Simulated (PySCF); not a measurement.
Zn(Me)(OH) (CH4OZn), SMILES [Zn]([OH])[CH3].

The structure is a stationary point at r2SCAN-D4/def2-TZVP. A frequency run showed that this geometry is not a minimum. The isomer is the one that the SMILES or the coordinates give; other isomers of the formula were not compared. Other conformers were not sampled.

These are r2SCAN-D4/def2-TZVP in PySCF values and carry that method's errors.

Frequencies are harmonic and unscaled.

Computed harmonic wavenumbers and intensities:
```csv
mode,ν (cm⁻¹),IR (km/mol),moving atoms (share of kinetic energy)
1,52i,85.0,"H 85 %, O 13 %"
2,152,7.2,"Zn 30 %, O 30 %, H 21 %, C 19 %"
3,157,0.0,"Zn 29 %, H 28 %, O 25 %, C 18 %"
4,547,2.5,"C 58 %, O 25 %, H 15 %"
5,667,84.1,"H 73 %, O 15 %"
6,703,69.1,"O 42 %, Zn 24 %, H 23 %, C 11 %"
7,708,31.6,"H 81 %, C 17 %"
8,738,49.1,H 80 %
9,1202,0.8,"H 81 %, C 18 %"
10,1450,0.6,H 95 %
11,1451,0.4,H 95 %
12,3038,10.7,H 97 %
13,3124,7.4,"H 91 %, C 9 %"
14,3126,7.7,"H 91 %, C 9 %"
15,3848,38.2,H 94 %
```
